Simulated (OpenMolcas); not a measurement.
**What dynamic correlation does to the levels of Xe2+**

```json
{"Program": "OpenMolcas", "Basis": "ANO-RCC-VTZP [7s6p4d2f1g]", "Scalar Hamiltonian": "DKH2, point nucleus", "Active space": "4 electrons in 3 orbitals (5p)", "State averaging": "2S+1 = 3 even, 3 roots; 2S+1 = 1 even, 6 roots", "Spin-orbit coupling": "state interaction with AMFI integrals over the reference wave functions, term energies averaged over their components"}
```

Methods on the same reference wave functions:
A. CASSCF
B. SS-CASPT2, IPEA 0.25 Eh, imaginary shift 0.1 Eh (closed shells correlated: 4d 5s)
C. XMS-CASPT2, IPEA 0.25 Eh, imaginary shift 0.1 Eh (closed shells correlated: 4d 5s)

Energies in cm⁻¹ above 5s² 5p⁴ ³P₂, the measured ground level; measured values from Saloman, J. Phys. Chem. Ref. Data 33, 765 (2004).

```json
{"Level": "5s² 5p⁴ ³P₂", "A": "0.0", "B": "0.0", "C": "0.0", "Measured": "0.0"}
{"Level": "5s² 5p⁴ ³P₀", "A": "8334", "B": "7890", "C": "7840", "Measured": "8130"}
{"Level": "5s² 5p⁴ ³P₁", "A": "8485", "B": "8700", "C": "8720", "Measured": "9794"}
{"Level": "5s² 5p⁴ ¹D₂", "A": "18647", "B": "16650", "C": "16500", "Measured": "17099"}
{"Level": "5s² 5p⁴ ¹S₀", "A": "39137", "B": "35250", "C": "34900", "Measured": "36103"}
```

Deviations, from unrounded energies. A percentage is the sum of absolute deviations over the sum of measured energies, with the sign that they share, or ± where signs differ.

```
                        Against measurement  Levels     A     B     C
             mean absolute deviation (cm-1)       4  1500   660   790
      fine structure of the ground term (%)       2  ±8.4  -7.4  -7.6
other terms of the ground configuration (%)       2  +8.6  -2.4  -3.4
```

B lies closest to measurement on these levels and A furthest from it. The largest miss of B in the table is 5s² 5p⁴ ³P₁, by -1100 cm-1. The ranking rests on the paired levels alone, and a cruder setting can come out closer through cancelling errors.

Between B and C the level of the table that moves most is 5s² 5p⁴ ¹S₀, by 350 cm-1 (lowest in C, highest in B). Moves below CASPT2's spread within the term are not significant.

The mean deviations of B to C differ by less than CASPT2's widest spread within a term (1300 cm-1), so their order carries little weight.

From A to B the spin-free energies of the other terms of 5s² 5p⁴ shown, above ³P, scale by factors of 0.80 to 0.84.

The lowest spin-free term lies below A's lowest term by 0.575 hartree in B, 0.580 hartree in C.

CASPT2 does not keep the components of a term degenerate, so their means are used; among the terms shown or strongly mixed into the levels shown the widest spread is 1300 cm-1 (5s² 5p⁴ ¹D, C). With the s shell closed, the reference lacks s² → p² mixing. Computed and measured levels are paired by configuration, term and J; levels that our copy of the source lacks, or whose pairing is in doubt (as where it misses far off the trend of its configuration), stay unpaired and out of the deviations. Only configurations of the active space appear.
